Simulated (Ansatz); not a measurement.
BeF₂, charge -1, doublet, geometry from GFN2-xTB (such geometries of metal compounds can be far from the true shape) (a state made from the parent by changing its charge; the spin is typed, not shown lowest) (a gas-phase anion, which may not be bound at this level); B3LYP/def2-SV(P) (Ansatz, a first-principles code).

Input for Ansatz:
Ansatz 0.2 input:
```yaml
crystal:
  periodic: [false, false, false]
  atoms:
    - {symbol: Be, position_ang: [-0.26584289, 0.31847142, -0.60610142]}
    - {symbol: F, position_ang: [1.28442678, -0.09003241, -0.41288386]}
    - {symbol: F, position_ang: [-1.16627438, -0.05151045, 0.68226227]}
basis:
  gaussian:
    orbitals: def2-SV_P_.json
hamiltonian:
  xc: b3lyp
total_charge: -1
magnetization: {spin_polarized: true, initial_magnetization: 1}
```
The basis file holds def2-SV(P) in the JSON format of the Basis Set Exchange.

The log (banner, timings and long lists left out):

```
Functional definition: B3LYP
381 factors; integrals over basis functions are off by at most 3.6e-4 eV
mean field evaluation 1: about -5832.5231 eV, gradient 1.7e1 eV
mean field evaluation 2: about -5831.5607 eV, gradient 2.6e1 eV
mean field evaluation 4: about -5833.5579 eV, gradient 9.1e-1 eV
mean field evaluation 8: about -5833.6855 eV, gradient 8.3e-2 eV
mean field evaluation 16: about -5833.6856 eV, gradient 4.3e-6 eV
mean field -5833.68556358 eV, -214.3839902475 hartree, gradient 4.1e-6 eV, S^2 0.750643; 0 other end points of the search recorded, 0 dependent functions left out
reference -5833.68576833 eV, -214.3839977719 hartree; 12, 11 occupied and 25, 26 virtual orbitals, 381 factors
Total energy: -5833.68576833 eV, -214.3839977719 hartree
```
